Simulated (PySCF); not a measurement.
**[LiBr2]- at several levels of theory**

All levels use the PBE0 minimum (singlet; Li–Br 2.315 Å (×2); Br–Li–Br 180.0°), basis [Li def2-TZVPD, Br def2-TZVPD], no relativity, density fitting, no spin–orbit coupling, PySCF. For vertical energies the ionised species is a doublet (spins chosen at PBE0 and kept). Open shells are unrestricted, also as the reference of the correlated levels. A dash marks a value that was not computed or is not defined at that level.

```csv
level,vertical detachment energy (eV),−ε(HOMO) (eV),gap (eV)
PBE0,4.93,3.08,6.21
HF,5.13,5.91,10.08
MP2,5.61,–,–
PBE,4.52,1.88,4.57
r2SCAN,4.74,2.17,5.39
B3LYP,4.87,2.84,5.77
TPSSh,4.72,2.43,5.42
B2PLYP,5.14,–,–
wB97X,5.47,5.42,9.77
```

The lowest empty level of this anion is unbound, so it and the gap depend on the basis.
